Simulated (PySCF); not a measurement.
AuOI at several levels of theory

All levels use the PBE0 minimum (triplet; Au–I 2.482 Å, Au–O 1.862 Å; I–Au–O 180.0°), basis [Au def2-TZVP with ECP60, O def2-TZVP, I def2-TZVP with ECP28], scalar-relativistic core potentials, density fitting, no spin–orbit coupling, PySCF. For vertical energies the ionised species is a doublet (spins chosen at PBE0 and kept) and the electron-attached one a doublet. Atomisation goes to high-spin ground-configuration atoms, without zero-point energy. Open shells are unrestricted, also as the reference of the correlated levels. A dash marks a value that was not computed or is not defined at that level.

| level | atomisation (kJ/mol) | vertical IP (eV) | vertical EA (eV) | −ε(HOMO) (eV) | dipole (D) |
| --- | --- | --- | --- | --- | --- |
| PBE0 | 433 | 9.84 | 3.39 | 7.98 | 0.38 |
| HF | 116 | 8.15 | 2.77 | 9.36 | 4.55 |
| MP2 | 386 | 9.64 | 4.01 | – | – |
| PBE | 535 | 10.00 | 3.00 | 7.05 | 1.87 |
| r2SCAN | 508 | 9.99 | 3.15 | 7.31 | 1.19 |
| B3LYP | 422 | 9.97 | 3.36 | 7.87 | 0.91 |
| TPSSh | 467 | 9.90 | 3.15 | 7.49 | 0.92 |
| r2SCAN0 | 419 | 9.78 | 3.49 | 8.05 | 0.20 |
| HSE06 | 435 | 9.87 | 3.37 | 7.62 | 0.51 |

Spin contamination in at least one species weakens the values at: PBE0, HF, MP2, PBE, r2SCAN, B3LYP, TPSSh, r2SCAN0, HSE06.

Without diffuse functions attachment energies tend to come out too low.

With open d or f shells other occupations or spin states may lie lower. Spin–orbit coupling, left out here, can matter for elements this heavy.
